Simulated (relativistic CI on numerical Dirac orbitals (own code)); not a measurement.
## Mo2+ (4d4) in a crystal field

Calculated by Dirac-Coulomb-Breit CI, separate exchange-only KLI orbitals for each configuration, model QED (radiative potential, 1s self-energy scaled to tabulated hydrogen-like ionisation energies), valence Slater integrals scaled by 0.9, one configuration in a parametric crystal field (own radial code). With so little scaling, terms lie 10 to 35 % too far apart, which can change the order of excited levels.

Field parameters in Wybourne normalisation: D3d B²₀ = −7Dσ, B⁴₀ = −14Dq − 21Dτ, B⁴₃ = −14√(10/7) Dq. The field is a parameter set, without covalency.

S is read from ⟨S²⟩ = S(S + 1).

Levels (cm⁻¹, degeneracy): 0 (1), 190 (2), 964 (1), 1149 (1), 1350 (2), 1569 (2), 8492 (2), 9572 (1), 10118 (2), 10244 (1), 10257 (2), 10261 (1).

Q: Which field gives this pattern?
A. D3d, 10Dq = 27450, Dσ = 330, Dτ = -200 cm⁻¹
B. D3d, 10Dq = 25500, Dσ = 80, Dτ = 110 cm⁻¹
C. D3d, 10Dq = 31350, Dσ = 270, Dτ = 190 cm⁻¹

A: B. D3d, 10Dq = 25500, Dσ = 80, Dτ = 110 cm⁻¹, ground level with S = 1.01.
